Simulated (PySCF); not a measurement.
## [TaOF4]− at several levels of theory

Computed with PySCF 2.14.0 (density fitting, no spin-orbit coupling) at the geometry relaxed with TPSS:

```xyz
6
[TaOF4]− (singlet)
Ta    0.0000    0.0000    0.0814
O     0.0000    0.0000    1.8425
F     1.8660    0.0000   -0.4657
F     0.0000    1.8660   -0.4657
F    -1.8660    0.0000   -0.4657
F     0.0000   -1.8660   -0.4657
```

| level | basis | state | HOMO (eV) | gap (eV) | charge on Ta1 (e) | dipole about the centre of mass (D) | largest force component (eV/Å) |
| --- | --- | --- | --- | --- | --- | --- | --- |
| TPSS | Ta def2-SVP with ECP60, O def2-SVP, F def2-SVP | singlet | -2.55 | 5.70 | 1.03 | 1.20 | 0.03 |
| B3LYP | the same | singlet | -3.89 | 7.51 | 1.12 | 1.17 | 0.66 |
| M06-L | the same | singlet | -2.84 | 6.00 | 1.40 | 1.13 | 0.73 |
| PBE0 | the same | singlet | -4.23 | 8.06 | 1.20 | 1.17 | 1.28 |
| TPSS | Ta def2-TZVP with ECP60, O def2-TZVP, F def2-TZVP | singlet | -2.78 | 5.74 | 1.50 | 1.25 | 0.13 |
| TPSS | Ta x2c-SVPall, O x2c-SVPall, F x2c-SVPall | singlet | -2.80 | 5.49 | 0.92 | 1.16 | 1.13 |

Charges are Mulliken's, which hang on the basis. The relaxation used the grid (50, 194), these runs (75, 302) or, all-electron (x2c bases, spin-free X2C Hamiltonian), (99, 590).

Q: What does r2SCAN with Ta def2-SVP with ECP60, O def2-SVP, F def2-SVP give here?

A: state singlet, HOMO (eV) -2.93, gap (eV) 6.03, charge on Ta1 (e) 1.16, dipole about the centre of mass (D) 1.15, largest force component (eV/Å) 0.67. Time: 6.4 s on 2 threads of AMD EPYC 7B13 (Zen 3) (shared host), from an already converged density.

In the first row's basis the gap widens with exact exchange: 5.7 to 6.0 eV for TPSS, M06-L, r2SCAN (none); 7.5 to 8.1 eV for B3LYP, PBE0 (a fixed share).

No frequency check is given that shows the relaxed geometry to be a minimum.
